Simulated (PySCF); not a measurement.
**Spin states of CaI⁺**

Unrestricted PBE0; PySCF, spin-free X2C with a Gaussian nucleus, basis sets Ca x2c-SVPall, I x2c-SVPall. Outer shells of the fragments: Ca+ 4s1; I 4d10 5s2 5p5.

Followed along the bond (rough minima from three points):

```tsv
2Ms+1	unpaired	⟨S²⟩ at the start	R at minimum (Å)	Te (eV)
1	none	0.00	2.69	0.00
3	σ ↑, π ↑	2.00	none in the scan	≤ 2.80
```

Solutions found at the starting distance of 3.000 Å, counted from the lowest of them; the search is not exhaustive and high or unbound solutions are not listed, so other states can lie among these:

| 2Ms+1 | unpaired | term | E (eV) | ⟨S²⟩ | ⟨Lz²⟩ | μ (D) |
| --- | --- | --- | --- | --- | --- | --- |
| 1 | none | ¹Σ⁺ | 0.00 | 0.00 | 0.00 | -16.22 |
| 3 | σ ↑, π ↑ | ³Π | 2.55 | 2.00 | 1.01 | -6.62 |
| 1 | σ ↓, π ↑ | mixed | 2.56 | 1.00 | 1.01 | -6.61 |
| 3 | σ ↑↑ | ³Σ⁺ | 3.34 | 2.00 | 0.00 | -7.09 |
| 3 | π ↑, δ ↑ | mixed | 4.04 | 2.00 | 4.99 | -8.27 |
| 1 | π ↑, δ ↓ | mixed | 4.05 | 1.00 | 5.00 | -8.28 |

A term symbol is given only where ⟨S²⟩ and ⟨Lz²⟩ are close to those of a pure state; real π, δ and φ orbitals otherwise mix terms. A positive dipole points towards I; it is taken about the centre of mass and depends on that origin.

Spin–orbit coupling is left out. Counting both spins, an empty level lies below a filled one in some of these solutions, because spin and occupation are held.
